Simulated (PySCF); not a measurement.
C2H6AlCl.

```xyz
10

Al    -0.1642    -0.4655     0.3424
H     -0.6471    -1.8829     0.8595
Cl     0.2744     0.9729     1.8295
C      0.0517     0.0438    -1.5302
C     -0.2724    -1.0376    -2.5610
H      1.0898     0.4056    -1.6537
H     -0.5688     0.9442    -1.6977
H     -1.3157    -1.3832    -2.4815
H      0.3649    -1.9281    -2.4382
H     -0.1301    -0.6812    -3.5942
```

The structure is a stationary point at PBE0-D3(BJ)/def2-SVP. The structure was generated by enumeration; whether it is a known compound was not checked. Other conformers were not sampled.

Calculation: PBE/pcSseg-1 in PySCF. Non-relativistic, no solvent.

Question: Give the absolute GIAO shielding of each atom: isotropic value and principal components (ppm). (Estimate from the structure and the level; the computed values follow.)

Answer: 
```csv
atom,σ(iso),σ11,σ22,σ33,span
Al1,297.0,191.6,324.6,374.8,183.1
H2,25.8,22.5,24.0,31.0,8.5
Cl3,828.4,604.6,925.6,955.1,350.5
C4,170.3,158.5,169.0,183.3,24.8
C5,170.9,164.5,165.0,183.2,18.7
H6,30.7,25.9,30.5,35.7,9.8
H7,30.7,25.9,30.5,35.7,9.8
H8,30.2,26.0,28.3,36.2,10.2
H9,30.2,26.0,28.3,36.2,10.2
H10,29.8,25.0,27.8,36.8,11.8
```
